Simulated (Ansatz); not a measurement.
## C2H3ClNSi (SMILES C[Si](Cl)C#N): the energy to break a bond

The species is C2H3ClNSi (8 atoms), meant as a doublet with charge 0. SMILES: `C[Si](Cl)C#N`. The shape was relaxed beforehand at wB97X-V/def2-SVP.

| atom | x (Å) | y (Å) | z (Å) |
| --- | --- | --- | --- |
| C | -0.7134 | -0.5423 | 0.7879 |
| Si | 0.6014 | 0.6682 | 0.2404 |
| Cl | 2.4961 | -0.0988 | 0.5146 |
| C | 0.4026 | 1.0026 | -1.5817 |
| N | 0.2468 | 1.2842 | -2.6968 |
| H | -0.5976 | -1.4881 | 0.2313 |
| H | -0.6289 | -0.7525 | 1.8654 |
| H | -1.7148 | -0.1304 | 0.5832 |

Wanted: the dissociation energy of the H8–C1 bond into doublet H and singlet C2H2ClNSi (shapes relaxed at wB97X-V/def2-SVP, no zero-point term). 1 Eh = 2625.50 kJ/mol = 27.2114 eV. Totals in Eh; open shells run unrestricted unless said.

| level | program | C2H3ClNSi | doublet H | singlet C2H2ClNSi |
| --- | --- | --- | --- | --- |
| USVWN5/def2-SVP | Ansatz | -878.321455 | -0.477468 | -877.714240 |
| UPBE/def2-SVP | Ansatz | -881.627184 | -0.498629 | -881.007193 |
| UB3LYP/def2-SVP | Ansatz | -882.161690 | -0.501259 | -881.535467 |

Task: Work out the dissociation energy at each level.

Result: 
1. USVWN5/def2-SVP: (-0.477468) + (-877.714240) − (-878.321455) = 0.129747 Eh = 340.7 kJ/mol = 3.53 eV.
2. UPBE/def2-SVP: (-0.498629) + (-881.007193) − (-881.627184) = 0.121362 Eh = 318.6 kJ/mol = 3.30 eV.
3. UB3LYP/def2-SVP: (-0.501259) + (-881.535467) − (-882.161690) = 0.124964 Eh = 328.1 kJ/mol = 3.40 eV.

The levels span 319 to 341 kJ/mol; no measured value is set beside them. A fragment with an even electron count was run as a singlet and may have a lower triplet. A bond enthalpy at 298 K also holds the loss of zero-point energy and thermal terms.
